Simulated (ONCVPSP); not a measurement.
# iron: excitation energies, all-electron against ONCV

```
Element                 : Fe
Generator               : ONCVPSP 4.0.1
Type                    : optimised norm-conserving Vanderbilt (ONCV)
Functional              : LDA (Perdew-Zunger)
Relativity              : fully relativistic
Frozen core             : [Ne]
Valence charge          : 16
Reference configuration : 3s2 3p6 3d6 4s1.75 (charge +0.25)
Partial waves           : 3s+4s: rc 1.15 bohr, ncon 3, nbas 6, qcut 11.2 1/bohr, 2 projectors; 3p: rc 1.15 bohr, ncon 4, nbas 7, qcut 14.3 1/bohr, 2 projectors, debl 1.3 Ha; 3d: rc 1.05 bohr, ncon 4, nbas 9, qcut 15.8 1/bohr, 2 projectors, debl 3.7 Ha
Local potential         : polynomial inside 1.00 bohr (lpopt 5, dvloc0 0 Ha)
Core correction         : none
```

Open shells are filled in proportion to 2j + 1.

In the p channel the program set the typed energies aside and used -2.257, 0.250 Ha (j = l + 1/2; the other j can differ).

Energies are relative to the spin-unpolarised reference configuration 3s2 3p6 3d6 4s1.75; without spin polarisation the order of configurations can differ from experiment.

| valence configuration | charge | ΔE all-electron (eV) | error AE − PS (meV) |
| --- | --- | --- | --- |
| 3s2 3p6 3d6 4s1 | +1 | 7.399 | +0.4 |
| 3s2 3p6 3d6 4s0 | +2 | 23.891 | +2.5 |
| 3s2 3p6 3d6 4s1.5 | +0.5 | 2.014 | +0.1 |

(1) What are ΔE and the potential's error for 3s2 3p6 3d6 4s2?

Levels in the configuration 3s2 3p6 3d6 4s1:

| level | all-electron (eV) | pseudo (eV) |
| --- | --- | --- |
| 3s j=1/2 | -102.095 | -102.091 |
| 3p j=3/2 | -68.015 | -68.011 |
| 3p j=1/2 | -69.566 | -69.555 |
| 3d j=5/2 | -16.209 | -16.211 |
| 3d j=3/2 | -16.365 | -16.365 |
| 4s j=1/2 | -12.633 | -12.632 |

Results:

(1) ΔE = -1.582 eV all-electron; the error (AE − PS) is 0.0 meV.
